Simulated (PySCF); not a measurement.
Static response to an electric field

C6H6F4.
Numbering: `[CH3:1][C:2]#[C:3][CH2:4][C@H:5]([F:6])[C:7]([F:8])([F:9])[F:10]` (hydrogens: H11, H12, H13 on C1; H14, H15 on C4; H16 on C5)

Structure used (PBE0-D3(BJ)/def2-SVP), in Å, numbered top down from 1:
```xyz
16
C6H6F4 angstrom
C      3.051    0.355    1.010
C      1.848    0.273    0.199
C      0.844    0.215   -0.476
C     -0.359    0.144   -1.293
C     -1.586   -0.413   -0.584
F     -2.565   -0.616   -1.517
C     -2.166    0.518    0.476
F     -2.367    1.745   -0.005
F     -1.343    0.612    1.520
F     -3.335    0.054    0.911
H      2.811    0.656    2.042
H      3.571   -0.615    1.054
H      3.753    1.096    0.598
H     -0.619    1.137   -1.695
H     -0.189   -0.513   -2.162
H     -1.356   -1.370   -0.087
```

Level: CAM-B3LYP/def2-SVPD (PySCF), static field, nuclei fixed, core orbitals frozen in the response. The polarisability tensor in these axes (au):

```
x   93.68  2.25 13.72
y    2.25 60.22  1.38
z   13.72  1.38 71.17
```

Question: Give the principal values, the mean and the anisotropy Δα = √{½[(α1 − α2)² + (α2 − α3)² + (α1 − α3)²]}.

Answer: Principal values 60.03, 64.70 and 100.34 au; mean 75.02 au = 11.12 Å³ = 12.37 × 10⁻⁴⁰ C²·m²/J; Δα = 38.19 au (51 % of the mean).

Question: What is the dipole moment, and where does it point?

Answer: (2.80, -0.75, -0.06) D, 2.90 D in size, pointing from the negative to the positive side. Measured along this direction, the outermost atoms are F10 at the negative end and H12 at the positive end.

Question: In TDDFT the mean static polarisability is Σ f/ω² over all singlet excitations (ω in hartree). How much of it do the 6 lowest give? Their energies (eV) and oscillator strengths: 6.45, 0.0001; 6.74, 0.0037; 6.80, 0.0015; 7.06, 0.0080; 7.16, 0.0130; 8.01, 0.0022.

Answer: They add up to 0.42 au, 0.6 % of the 75.02 au; the largest single term is 0.19 au, from the state at 7.16 eV. Terms in order: 0.00, 0.06, 0.02, 0.12, 0.19, 0.03 au. Higher excitations give the rest. The strengths listed sum to 0.029.

Question: Orientational against electronic polarisability at 298 K (dilute gas, rigid molecules)?

Answer: In Gaussian units μ²/3kT = 68.17 Å³ against 11.12 Å³, a ratio of 6.13; the Debye molar polarisation (4π/3)N_A(α + μ²/3kT) is 200.0 cm³/mol, leaving out the vibrational part.

Question: Rayleigh depolarisation ratio (linearly polarised light, static tensor)?

Answer: ρ = 3Δα²/(45ᾱ² + 4Δα²) = 4375.5/(253277 + 5833.9) = 0.0169.

Question: What would n − 1 = 2πNα be for an ideal gas of these molecules at 350 K and 1 atm, electronic part alone?

Answer: N = p/kT = 2.0968 × 10¹⁹ cm⁻³, so n − 1 = 2π × N × 11.12 × 10⁻²⁴ cm³ = 1465 × 10⁻⁶ at long wavelengths.

Question: Traceless (Buckingham) quadrupole moment about the centre of nuclear charge: eigenvalues?

Answer: -2.91, -0.17, 3.08 D·Å. The values depend on the origin, since the dipole doesn't vanish. The electronic extent ⟨r²⟩ about the same centre is 1722 bohr², a root-mean-square distance of 2.49 Å for the 78 electrons.

One conformer (not necessarily the lowest) at the PBE0-D3(BJ)/def2-SVP geometry, without solvent, vibrations or thermal averaging.
